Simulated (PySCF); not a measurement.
**ClPdN, quintet: structure and spectrum**

All numbers come from PySCF, UPBE0, basis Pd def2-TZVP with ECP28, N def2-TZVP, Cl def2-TZVP (scalar-relativistic core potentials, no spin–orbit coupling, density fitting).

The structure is a minimum.

Coordinates in bohr (charge 0 multiplicity 5):
```
Pd    0.0148   -0.7093    0.0000
N    -2.7813   -3.1668    0.0000
Cl    1.1320    3.3650    0.0000
```

- Point group: Cs
- Bond lengths: Pd–Cl 2.236 Å, Pd–N 1.970 Å
- Bond angles: Cl–Pd–N 146.6°
- Enthalpy at 298.15 K above 0 K: 13.44 kJ/mol
- Principal polarisabilities: 31.7, 37.3, 99.8 bohr³
- Atomisation energy without zero-point energy: 374 kJ/mol
- Principal quadrupole moments (Buckingham, traceless) about the centre of mass: -6.94, 3.15, 3.79 D Å
- Lowest empty level (β): -5.47 eV
- Rotational constants: 1.701, 0.0851, 0.08105 cm⁻¹
- Rotational symmetry number: 1
- Entropy at 298.15 K and 1 bar (electronic part: spin only): 309.6 J/(mol K)
- Zero-point energy: 5.5 kJ/mol
- Heat capacity Cp at 298.15 K: 53.5 J/(mol K)
- Highest occupied level (α): -7.95 eV
- Spin squared ⟨S²⟩: 6.016
- Dipole moment: 2.20 D

Harmonic modes (masses in u: Pd 105.903, N 14.003, Cl 34.969):
```csv
symmetry,ω (cm⁻¹),IR (km/mol),μ (u)
a',101,8.4,20.38
a',359,18.7,38.74
a',458,32.3,15.70
```

Charges (e):
| atom | Mulliken | Löwdin | polar tensor | spin (Mulliken) | Mayer order to Pd1 |
| --- | --- | --- | --- | --- | --- |
| Pd1 | 0.56 | 0.04 | 0.34 | 1.25 | – |
| N2 | -0.19 | -0.03 | 0.10 | 2.46 | 0.95 |
| Cl3 | -0.37 | -0.01 | -0.44 | 0.29 | 0.96 |

Mulliken populations on Pd1 (electrons outside its core potential): s 2.43, p 6.19, d 8.82, f 0.00.

Formally Pd is in oxidation state +4, d6, with 4 unpaired electrons (the high-spin count). The Mulliken spin on Pd is 1.25, so most of the spin sits on the ligands and the formal count fails. The polar-tensor charge on Pd, 0.34, is far below the formal one.

Other isomers or separated fragments may lie lower. Open d and f shells are described by one determinant, and the ground state may have another occupation or spin. At this level a broken-symmetry Ms = 0 minimum of Cs symmetry lies 60 kJ/mol below this structure.

The final relaxation and frequency run took 48 s on 4 threads of a shared Arm Neoverse V2 host, with 108 basis functions and 17 gradients; the process peaked at 1.1 GiB.
